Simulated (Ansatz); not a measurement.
C3H9BO, SMILES `CCCBO`, relaxed with RKS PBE0-D4/def2-TZVP in the Gaussian-basis code of Ansatz from a PBE-D4/def2-SVP geometry. The force threshold is 0.005 eV/Å; the program also tests the step.

Charge 0, multiplicity 1.

Start:

```xyz
14

C     0.931   -1.717    0.327
C     0.159   -0.578   -0.344
C    -0.107    0.623    0.574
B    -0.896    1.845   -0.045
O    -1.337    1.872   -1.334
H     1.921   -1.369    0.688
H     1.105   -2.566   -0.366
H     0.379   -2.109    1.207
H    -0.809   -0.977   -0.728
H     0.724   -0.242   -1.244
H    -0.660    0.301    1.488
H     0.851    1.022    0.983
H    -1.154    2.844    0.608
H    -1.106    1.053   -1.814
```

| step | energy (eV) | largest force (eV/Å) | largest move (Å) |
| --- | --- | --- | --- |
| 1 | -5977.9195 | 0.561 | 0.000 |
| 2 | -5977.9654 | 0.188 | 0.030 |
| 3 | -5977.9696 | 0.033 | 0.008 |
| 4 | -5977.9697 | 0.023 | 0.003 |
| 5 | -5977.9698 | 0.015 | 0.004 |
| 6 | -5977.9698 | 0.007 | 0.004 |
| 7 | -5977.9698 | 0.003 | 0.001 |

End:

```xyz
14

C     0.923   -1.701    0.329
C     0.158   -0.575   -0.346
C    -0.104    0.615    0.569
B    -0.888    1.829   -0.042
O    -1.330    1.858   -1.322
H     1.896   -1.352    0.685
H     1.096   -2.539   -0.350
H     0.373   -2.080    1.196
H    -0.795   -0.969   -0.721
H     0.721   -0.244   -1.229
H    -0.647    0.289    1.467
H     0.846    1.002    0.968
H    -1.137    2.807    0.609
H    -1.112    1.059   -1.812
```

It took 24 s on 4 threads of an Arm Neoverse V1 on a shared host, with 0.5 GiB of host memory at the peak.
